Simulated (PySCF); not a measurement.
Telling isomers of C$_{8}$H$_{14}$N$_{2}$ apart by NMR

Level of theory: GFN2-xTB geometry, GIAO PBE0/pcSseg-1 shieldings, in PySCF 2.14 (no solvent, single conformer, one averaged value for each set of equivalent atoms, non-relativistic Hamiltonian).

Shifts are taken against calculated references (same method and geometry level): $^{1}$H (31.72 ppm) and $^{13}$C (186.93 ppm) against TMS. Where no couplings were computed, multiplicities follow the n + 1 count of equivalent neighbours, and m marks all less simple cases (inequivalent or close neighbours, rings, F or P nearby). Shifts are as computed. Against solution values, carbons near 30 ppm lie about +3 ppm off and those near 130 ppm about +5 ppm. Of 1211 compounds with measured shifts, 218 miss one by over three times the rms of a fit or turn the order of signals round; such compounds aren't used in these exercises. OH and NH positions are gas-phase values without hydrogen bonding to other molecules.

(1) Tabulate the signals of `C=CC1=NN(C(C)C)CC1`, `C=C/C(CC)=N\N=C\CC`, `CC(C)(C)/N=C/C#CCN` and their relative energies.

(2) What is the quickest way to tell C=C/C(CC)=N\N=C\CC from CC(C)(C)/N=C/C#CCN?

(3) What is the quickest way to tell C=CC1=NN(C(C)C)CC1 from C=C/C(CC)=N\N=C\CC?

(4) What is the quickest way to tell C=CC1=NN(C(C)C)CC1 from CC(C)(C)/N=C/C#CCN?

Results:

(1) 
```tsv
SMILES	carbon types	δC	δH	E rel. (kcal/mol)
C=CC1=NN(C(C)C)CC1	1×C 2×CH 3×CH2 2×CH3	146.7, 139.6, 115.6, 54.0, 51.7, 32.6, 21.2	6.99 (m, 1H), 5.29 (m, 1H), 5.00 (m, 1H), 3.55 (m, 2H), 3.12 (sept, 1H), 2.89 (m, 2H), 1.24 (d, 6H)	0.0
C=C/C(CC)=N\N=C\CC	1×C 2×CH 3×CH2 2×CH3	139.1, 132.2, 130.8, 124.4, 33.3, 31.0, 17.2, 14.7	6.39 (m, 1H), 6.36 (t, 1H), 5.68 (m, 1H), 5.67 (m, 1H), 2.48 (q, 2H), 2.34 (m, 2H), 1.22 (t, 3H), 1.18 (t, 3H)	19.0
CC(C)(C)/N=C/C#CCN	3×C 1×CH 1×CH2 3×CH3	147.2, 104.9, 90.0, 57.0, 36.5, 32.4	8.00 (s, 1H), 3.74 (s, 2H), 1.22 (s, 9H), 0.96 (br s, 2H)	26.8
```

Energies are electronic energies at PBE0/pcSseg-1 on these geometries, without zero-point or thermal terms, each for the one conformer computed, which needn't be the lowest.

(2) Count the carbon signals: 8 against 6. The first has a terminal =CH2 carbon at 124.4 ppm, the second a fully substituted sp3 carbon bonded to N (C) at 57.0 ppm. Their most deshielded carbons lie at 139.1 and 147.2 ppm. In the proton spectra the most deshielded non-exchanging signals are 6.39 (m, 1H) and 8.00 (s, 1H).

(3) Count the carbon signals: 7 against 8. The first has an sp3 CH bonded to N at 54.0 ppm, the second a C=N carbon (CH) at 130.8 ppm. Their most deshielded carbons lie at 146.7 and 139.1 ppm. In the proton spectra the most deshielded non-exchanging signals are 6.99 (m, 1H) and 6.39 (m, 1H).

(4) Count the carbon signals: 7 against 6. The first has a terminal =CH2 carbon at 115.6 ppm, the second a fully substituted sp3 carbon bonded to N (C) at 57.0 ppm. Their most deshielded carbons lie at 146.7 and 147.2 ppm. In the proton spectra the most deshielded non-exchanging signals are 6.99 (m, 1H) and 8.00 (s, 1H).
